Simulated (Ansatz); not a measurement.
Input and output for cis-[VBr2(NH3)4]+ (VBr₂N₄H₁₂⁺).

```yaml
crystal:
  periodic: [false, false, false]
  atoms:
    - {symbol: V, position_ang: [0.408127, -0.002514, 0.422812]}
    - {symbol: Br, position_ang: [0.014672, 0.050054, 2.801906]}
    - {symbol: N, position_ang: [0.282626, 0.056095, -1.795168]}
    - {symbol: H, position_ang: [-0.480309, 0.570452, -2.243858]}
    - {symbol: H, position_ang: [0.293006, -0.870600, -2.231927]}
    - {symbol: H, position_ang: [1.156389, 0.496925, -2.100362]}
    - {symbol: Br, position_ang: [2.800876, -0.069863, 0.131189]}
    - {symbol: N, position_ang: [-1.806820, -0.047529, 0.223931]}
    - {symbol: H, position_ang: [-2.142255, -0.558962, 1.046486]}
    - {symbol: H, position_ang: [-2.241505, -0.483721, -0.593835]}
    - {symbol: H, position_ang: [-2.232303, 0.880535, 0.309530]}
    - {symbol: N, position_ang: [0.471785, 2.180346, 0.439859]}
    - {symbol: H, position_ang: [1.469775, 2.417670, 0.484199]}
    - {symbol: H, position_ang: [0.071676, 2.522248, 1.319828]}
    - {symbol: H, position_ang: [0.078475, 2.755838, -0.310131]}
    - {symbol: N, position_ang: [0.421726, -2.184858, 0.472598]}
    - {symbol: H, position_ang: [-0.369299, -2.749981, 0.150791]}
    - {symbol: H, position_ang: [0.543696, -2.415156, 1.465985]}
    - {symbol: H, position_ang: [1.259672, -2.546980, 0.006157]}
basis:
  gaussian: {orbitals: aug-cc-pVDZ}
total_charge: 1
magnetization: {spin_polarized: true, initial_magnetization: 2}
hamiltonian: {xc: {name: wB97}}
scf: {omitted_lower_state_checks: [starts]}
output: {forces: true}
```

```sh
$ ansatz run in.yaml --threads 4 --pin off --events-out ev --progress --plain --max-ram 9574MiB
```

It prints (some lines left out):

```
Functional definition: wB97
3174 factors; their error is unknown
1417 factors; integrals over basis functions are off by at most 2.2e-5 eV
mean field evaluation 1: about -171927.8830 eV, gradient 6.7e1 eV
mean field evaluation 2: about -171929.9408 eV, gradient 6.3e1 eV
mean field evaluation 4: about -171945.2988 eV, gradient 5.4e0 eV
mean field evaluation 8: about -171945.4410 eV, gradient 1.8e-1 eV
mean field evaluation 16: about -171945.3378 eV, gradient 1.2e-2 eV
mean field -171945.33798255 eV, -6318.8746221225 hartree, gradient 9.6e-7 eV, S^2 2.014823; 0 other end points of the search recorded, 0 dependent functions left out
reference -171945.33796161 eV, -6318.8746213530 hartree; 67, 65 occupied and 264, 266 virtual orbitals, 3174 factors
Total energy: -171945.33796161 eV, -6318.8746213530 hartree
Atom 0 at     0.408127    -0.002514     0.422812 Å, force    -0.045278    -0.002790    -0.037785 eV/Å
Atom 1 at     0.014672     0.050054     2.801906 Å, force     0.003085     0.003413     0.041020 eV/Å
Atom 2 at     0.282626     0.056095    -1.795168 Å, force     0.013378     0.001425    -0.221312 eV/Å
Atom 3 at    -0.480309     0.570452    -2.243858 Å, force     0.135116    -0.088145     0.069274 eV/Å
Atom 4 at     0.293006    -0.870600    -2.231927 Å, force     0.002367     0.164068     0.077061 eV/Å
Atom 5 at     1.156389     0.496925    -2.100362 Å, force    -0.137058    -0.073106     0.024827 eV/Å
Atom 6 at     2.800876    -0.069863     0.131189 Å, force     0.041116    -0.003077     0.001571 eV/Å
Atom 7 at    -1.806820    -0.047529     0.223931 Å, force    -0.218412    -0.001992     0.004780 eV/Å
Atom 8 at    -2.142255    -0.558962     1.046486 Å, force     0.030739     0.084409    -0.128293 eV/Å
Atom 9 at    -2.241505    -0.483721    -0.593835 Å, force     0.068105     0.075674     0.144256 eV/Å
Atom 10 at    -2.232303     0.880535     0.309530 Å, force     0.072415    -0.161919    -0.012034 eV/Å
Atom 11 at     0.471785     2.180346     0.439859 Å, force     0.055089     0.282328     0.038071 eV/Å
Atom 12 at     1.469775     2.417670     0.484199 Å, force    -0.184153    -0.032851    -0.006371 eV/Å
Atom 13 at     0.071676     2.522248     1.319828 Å, force     0.065008    -0.042412    -0.154123 eV/Å
Atom 14 at     0.078475     2.755838    -0.310131 Å, force     0.076542    -0.107316     0.146065 eV/Å
Atom 15 at     0.421726    -2.184858     0.472598 Å, force     0.038045    -0.285451     0.056898 eV/Å
Atom 16 at    -0.369299    -2.749981     0.150791 Å, force     0.157070     0.108307     0.065016 eV/Å
Atom 17 at     0.543696    -2.415156     1.465985 Å, force    -0.022948     0.031361    -0.186027 eV/Å
Atom 18 at     1.259672    -2.546980     0.006157 Å, force    -0.150224     0.048074     0.077107 eV/Å
Dipole moment:    -1.728698     0.010362    -1.801930 e Å
Checks for a lower state left out: starts
```

It took 7.2 min on 4 threads of AMD EPYC 7R43 on a shared host, peak host memory 5 GiB.

The dipole of an ion depends on the origin.
